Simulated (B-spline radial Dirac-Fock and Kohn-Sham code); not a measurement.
What relativity does to the binding energies of Zn⁹⁺

System: Zn⁹⁺, [Ar] 3d3.

Both columns are ΔSCF binding energies of the configuration average from an atomic code on a B-spline grid: non-relativistic Hartree-Fock with a point nucleus, and Dirac-Fock with a finite nucleus and the Coulomb interaction alone, averaged over the two j levels with weights 2j+1.

```
shell  Hartree-Fock (eV)  Dirac-Fock (eV)  shift (eV)  shift (%)
   1s             9817.7           9937.1     +119.44      +1.22
   2s             1438.4           1464.5      +26.11      +1.82
   2p             1288.4           1293.8       +5.42      +0.42
   3s              364.1            369.1       +5.02      +1.38
   3p              311.5            312.7       +1.20      +0.39
   3d              235.8            235.0       -0.84      -0.36
```

Relativity binds 1s, 2s, 2p, 3s, 3p more strongly, among those listed most of all 2s in relative terms, and 3d more weakly, because the contracted s and p shells screen the nucleus better.

Values without a named source are computed, but for edge energies of neutral atoms, which are taken from tables.
